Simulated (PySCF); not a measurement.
Species: C3H3F3O2S.
SMILES: `C=CS(=O)(=O)C(F)(F)F`

Torsions of this conformer, `[CH2:1]=[CH:2][S:3](=[O:4])(=[O:5])[C:6]([F:7])([F:8])[F:9]`: C1–C2–S3–O4 143°, C2–S3–C6–F7 68°.

The closed-shell ground state was solved at several levels (PySCF, density fitting, gas phase, non-relativistic). Isolated species at its PBE0-D3(BJ)/def2-SVP geometry (one conformer only).

```tsv
level	basis functions	total energy (Eh)	HOMO (eV)	LUMO (eV)	gap (eV)	dipole (D)
PBE0/pcSseg-1	175	-963.4112	-9.04	-1.96	7.08	4.21
CAM-B3LYP/def2-SVPD	226	-963.5097	-10.61	-0.94	9.67	4.46
```

Q: What might PBE/pcSseg-1 (175 basis functions) give for the same quantities?

A: Total energy -963.4012 Eh, HOMO -7.46 eV, LUMO -2.87 eV, gap 4.59 eV, dipole 3.88 D.

Q: Over all these levels, which gives the widest orbital gap and which the narrowest?

A: CAM-B3LYP/def2-SVPD (range-separated hybrid) has the widest, 9.67 eV, and PBE/pcSseg-1 (GGA) the narrowest, 4.59 eV. Functional and basis both differ between the two, so the spread mixes both effects.

Q: How far do the dipole and the HOMO energy spread over the levels?

A: The dipole runs from 3.88 to 4.46 D (mean 4.19 D) and the HOMO from -10.61 to -7.46 eV.
